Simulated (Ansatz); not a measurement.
Mulliken charges of `FC(Cl)CI` from r2SCAN/def2-TZVPP in Ansatz (PBE0-D4/def2-TZVP geometry).

```
atom   x (Å)   y (Å)   z (Å)  charge (e)
  F1  -0.497   0.157   1.655      -0.184
  C2   0.397   0.033   0.645       0.233
 Cl3   1.385  -1.425   0.938      -0.137
  C4  -0.299  -0.124  -0.675      -0.143
  I5  -1.381   1.647  -1.186      -0.073
  H6   1.079   0.883   0.675       0.078
  H7   0.423  -0.287  -1.471       0.113
  H8  -1.015  -0.942  -0.637       0.115
```

Problem. By hand: the dipole of these point charges (1 e Å = 4.8032 D).

Solution. Σ q r = (0.153, 0.000, -0.286) e Å, of length 0.324 e Å = 1.56 D.

Problem. How does the dipole of the full density compare? (Best estimate.)

Solution. The calculation gave: (0.132, -0.016, -0.237) e Å, 1.31 D; the point charges give 1.19 times that, at 4° from its direction.

Point charges leave out the atoms' own dipoles, such as those of lone pairs, and Mulliken's split depends on the basis, so the two needn't agree.
